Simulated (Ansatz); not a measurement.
Cost and result for the atomization energy of `C/C(F)=C/C(F)F` (12 atoms, 11 bonds).

```xyz
12

C    -1.418    1.153    0.748
C    -0.587    0.023    0.281
F    -1.181   -1.164    0.489
C     0.610    0.071   -0.286
C     1.365   -1.126   -0.721
F     1.628   -1.055   -2.056
F     2.574   -1.171   -0.094
H    -2.379    1.153    0.226
H    -1.623    1.051    1.817
H    -0.914    2.101    0.570
H     1.079    1.032   -0.448
H     0.847   -2.067   -0.527
```

The species carries charge 0 and has multiplicity 1. The structure was optimised at the PBE0-D4/def2-TZVP level. It is one conformer, not always the lowest. Program: Ansatz. All runs use 4 threads of an Arm Neoverse V2 on a shared host. Times are those of one run each, without the atoms' runs, and a repeat can differ threefold. Electronic energies, without spin–orbit coupling; frozen cores. CCSD(T)/CBS adds CCSD(T) − MP2 in def2-TZVPP to the MP2 limit, and its time is that of the two runs behind it. T1 = 0.012. B3LYP takes the VWN-RPA correlation (the form of Gaussian; ORCA's B3LYP/G).

CCSD(T)/CBS is a level of theory with its own doubt, some kJ/mol a heavy atom from the limit and from the frozen cores, so smaller differences don't rank the functionals.

```csv
level,functions,wall time
revPBE-D4/def2-TZVPP,287,2.4 s
PBE-D4/def2-TZVPP (with forces),287,2.8 s
PBE0-D4/def2-TZVPP,287,3.1 s
CAM-B3LYP-D4/def2-TZVPP,287,4 s
B3LYP-D4/def2-TZVPP (with forces),287,5.5 s
r2SCANh-D4/def2-TZVPP,287,5.5 s
B2PLYP/def2-TZVPP,287,8 s
PBE-QIDH/def2-TZVPP,287,8.5 s
ωB97M-V/def2-TZVPP (with forces),287,14 s
CCSD(T)/def2-SVP,123,19 s
MP2/def2-QZVPP,549,37 s
CCSD(T)/def2-TZVPP,287,10 min
CCSD(T)/CBS(def2),–,11 min
```

Task: What atomization energy does each give, and how far from CCSD(T)/CBS? (Estimate.)

Result: The calculation gave: 
```json
{"level": "revPBE-D4/def2-TZVPP", "atomization (kcal/mol)": "1198.8", "difference from CCSD(T)/CBS": "8.0", "per bond": "0.7"}
{"level": "PBE-D4/def2-TZVPP (with forces)", "atomization (kcal/mol)": "1237.2", "difference from CCSD(T)/CBS": "46.4", "per bond": "4.2"}
{"level": "PBE0-D4/def2-TZVPP", "atomization (kcal/mol)": "1204.1", "difference from CCSD(T)/CBS": "13.3", "per bond": "1.2"}
{"level": "CAM-B3LYP-D4/def2-TZVPP", "atomization (kcal/mol)": "1201.0", "difference from CCSD(T)/CBS": "10.2", "per bond": "0.9"}
{"level": "B3LYP-D4/def2-TZVPP (with forces)", "atomization (kcal/mol)": "1191.2", "difference from CCSD(T)/CBS": "0.4", "per bond": "0.0"}
{"level": "r2SCANh-D4/def2-TZVPP", "atomization (kcal/mol)": "1189.4", "difference from CCSD(T)/CBS": "-1.4", "per bond": "-0.1"}
{"level": "B2PLYP/def2-TZVPP", "atomization (kcal/mol)": "1181.7", "difference from CCSD(T)/CBS": "-9.1", "per bond": "-0.8"}
{"level": "PBE-QIDH/def2-TZVPP", "atomization (kcal/mol)": "1189.7", "difference from CCSD(T)/CBS": "-1.1", "per bond": "-0.1"}
{"level": "ωB97M-V/def2-TZVPP (with forces)", "atomization (kcal/mol)": "1197.0", "difference from CCSD(T)/CBS": "6.2", "per bond": "0.6"}
{"level": "CCSD(T)/def2-SVP", "atomization (kcal/mol)": "1141.6", "difference from CCSD(T)/CBS": "-49.2", "per bond": "-4.5"}
{"level": "MP2/def2-QZVPP", "atomization (kcal/mol)": "1212.4", "difference from CCSD(T)/CBS": "21.6", "per bond": "2.0"}
{"level": "CCSD(T)/def2-TZVPP", "atomization (kcal/mol)": "1161.5", "difference from CCSD(T)/CBS": "-29.3", "per bond": "-2.7"}
{"level": "CCSD(T)/CBS(def2)", "atomization (kcal/mol)": "1190.8", "difference from CCSD(T)/CBS": "0.0", "per bond": "0.0"}
```

From r2SCAN to r2SCAN0 (25 % exact exchange), in def2-TZVPP and without D4, the atomization energy moves by −26.2 kcal/mol: exact exchange takes away binding that semilocal exchange gives to molecules. Leaving LDA and LC-ωPBE aside and taking each functional with its dispersion term where it has one, the values, not all of them listed here, spread over 92.6 kcal/mol, from BHLYP-D4 to PBE-D4. LDA lies +171.3 kcal/mol from PBE without D4, its usual overbinding. At CCSD(T), def2-SVP lies −49.2 kcal/mol from the extrapolated value and def2-TZVPP −29.3 kcal/mol: correlation converges slowly with the basis, and small sets miss more of it in the bonded molecule than in its fragments.
